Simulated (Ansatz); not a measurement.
Compare A (`CCO[SiH2]P`) with its isomer B (`COC[SiH2]P`).

Program: Ansatz. Geometries: PBE0-D4/def2-TZVP. ΔE: electronic, gas phase. CCSD(T)/CBS adds triple-zeta CCSD(T) − MP2 to the extrapolated MP2 energy (def2 sets, frozen cores). Functionals use def2-TZVPP. B3LYP here is the variant with VWN-RPA as its local correlation; programs differ in this. One conformer a species, not always the lowest.

Question: Which is lower in electronic energy at CCSD(T)/CBS, and by how much? (Best estimate.)

Answer: The calculation gave: A, by 157.9 kJ/mol.

Question: Give E(B) − E(A) in kJ/mol with B3LYP, ωB97M-V, B3LYP-D4, B2PLYP, HF/def2-TZVPP, MP2/def2-TZVPP, CCSD/def2-TZVPP. (An estimate is asked.)

Answer: Computed: B3LYP 153.4, ωB97M-V 154.7, B3LYP-D4 153.0, B2PLYP 157.5, HF/def2-TZVPP 165.7, MP2/def2-TZVPP 161.9, CCSD/def2-TZVPP 157.8. None reverses the order clearly.

Largest T1 diagnostic: 0.012.

In def2-TZVPP, CCSD(T) changes the Hartree–Fock value by −9.8 kJ/mol (the triples alone add −1.9 kJ/mol) and MP2 by −3.9 kJ/mol. From PBE to PBE0 (25 % exact exchange), in def2-TZVPP and without D4, E(B) − E(A) moves by +6.0 kJ/mol.
